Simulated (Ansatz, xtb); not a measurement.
Two isomers of C5H6ClFO

Structure I: `O=C(Cl)[C@H]1C[C@H](F)C1`, a singlet. Structure II: `CC(C)=C(Cl)C(=O)F`, a singlet. Both are isolated molecules in the gas phase, relaxed with PBE-D3(BJ)/def2-SVP; the shapes shown needn't be the lowest conformers.

I (Å):

```yaml
atoms:
  - { symbol: C, position_ang: [1.0480, 1.6873, 1.0255] }
  - { symbol: C, position_ang: [0.9455, 0.5651, 0.0255] }
  - { symbol: C, position_ang: [0.3837, -0.7525, 0.6197] }
  - { symbol: C, position_ang: [-1.0000, -0.3531, 0.0690] }
  - { symbol: C, position_ang: [-0.3309, 0.6657, -0.8752] }
  - { symbol: Cl, position_ang: [1.5367, 3.2406, 0.2081] }
  - { symbol: F, position_ang: [-1.7367, -1.3498, -0.5333] }
  - { symbol: O, position_ang: [0.8355, 1.6529, 2.2018] }
  - { symbol: H, position_ang: [1.9050, 0.5175, -0.5268] }
  - { symbol: H, position_ang: [0.4926, -0.9054, 1.7097] }
  - { symbol: H, position_ang: [0.7701, -1.6305, 0.0672] }
  - { symbol: H, position_ang: [-1.6372, 0.1353, 0.8388] }
  - { symbol: H, position_ang: [-0.7918, 1.6626, -1.0123] }
  - { symbol: H, position_ang: [-0.1435, 0.2035, -1.8634] }
```

II (Å):

```xyz
14

C    -0.0352    0.6146    1.3750
C     0.6375   -0.5669    0.7236
C     2.0308   -0.3318    0.2253
C     0.0160   -1.7824    0.5940
C    -1.3593   -2.0294    1.0818
Cl    0.8127   -3.1461   -0.1663
F    -1.7807   -3.2974    0.8509
O    -2.0835   -1.2396    1.6321
H    -0.3320    0.3888    2.4187
H     0.6383    1.4924    1.3718
H    -0.9801    0.8798    0.8601
H     2.0293    0.5018   -0.5100
H     2.4801   -1.2249   -0.2413
H     2.6766    0.0046    1.0650
```

**Question.** Which of the two would you expect CCSD(T)/def2-SVP + ΔMP2/def2-TZVPP electronic energies to favour?

**Answer.** Structure II; the calculation gives E(II) − E(I) = −0.398 eV.

Level by level:

```
                             level             geometry  E(II) − E(I) (eV)  departure from the last row (eV)  job, with rough time for the two
                          GFN2-xTB             GFN2-xTB              +0.090                            +0.487              optimisation, 0.26 s
                         HF/STO-3G             GFN2-xTB              +0.667                            +1.065              single point, 0.36 s
                r2SCAN-D4/def2-SVP             GFN2-xTB              −0.517                            −0.119               single point, 3.8 s
               PBE-D3(BJ)/def2-SVP  PBE-D3(BJ)/def2-SVP              −0.429                            −0.031                optimisation, 46 s
                       HF/def2-SVP  PBE-D3(BJ)/def2-SVP              −0.431                            −0.033           part of the CCSD(T) run
                      MP2/def2-SVP  PBE-D3(BJ)/def2-SVP              −0.408                            −0.010           part of the CCSD(T) run
                  CCSD(T)/def2-SVP  PBE-D3(BJ)/def2-SVP              −0.446                            −0.048                      single point
CCSD(T)/def2-SVP + ΔMP2/def2-TZVPP  PBE-D3(BJ)/def2-SVP              −0.398                                                  single point, 91 s
```

As drawn, II has 1 C=C in place of 2 C–C. Structure I has a 4-membered ring, II no ring.

GFN2-xTB, HF/STO-3G put the two in the other order. The largest departure from CCSD(T)/def2-SVP + ΔMP2/def2-TZVPP is that of HF/STO-3G, 1.065 eV. The last row adds to CCSD(T) the change of the MP2 difference between the two basis sets, here +0.048 eV.

With thermal terms from frequencies at re-optimised GFN2-xTB minima (ideal gas, soft modes damped towards free rotors, one conformer each, 298.15 K, 1 atm): on the last row, ΔE + ΔZPE = −0.474, ΔH = −0.436, ΔG = −0.509 eV.

The correlated steps freeze 12 core orbitals. Mirror images aren't counted in ΔG. Programs: Ansatz 0.2.0, xtb 6.7.1; the last row on 4 threads of Arm Neoverse V2 on a shared host.
